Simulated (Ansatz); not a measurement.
`[CH3][Hf]1234([NH2])([OH])[C@H]5[C@@H]1[C@@H]2[C@@H]3[C@H]54`, charge 0, multiplicity 1.

(1) Give a relaxed structure at PBE0-D4/def2-TZVP (the Gaussian-basis code of Ansatz). (Estimate.)

## Answers

(1) Computed: 
Z-matrix (Å, degrees):
```
Hf
O 1 1.927
C 1 2.515 2 97.5
C 1 2.249 2 101.3 3 -134.5
C 1 2.560 2 150.9 3 -3.1
N 1 2.041 2 106.2 3 117.8
C 1 2.542 2 123.1 3 21.5
C 1 2.519 2 102.1 3 -32.8
C 1 2.545 2 132.1 3 -46.7
H 2 0.951 1 164.3 3 9.8
H 3 1.080 1 116.9 2 22.0
H 4 1.095 1 113.7 2 -170.0
H 4 1.097 1 108.4 2 -51.0
H 4 1.096 1 112.7 2 67.4
H 5 1.080 1 118.3 2 163.5
H 6 1.008 1 129.9 2 -152.7
H 6 1.012 1 121.6 2 25.7
H 7 1.080 1 117.6 2 79.3
H 8 1.081 1 116.7 2 -37.5
H 9 1.079 1 118.0 2 -96.1
```
This is one stationary point; other conformers may exist.
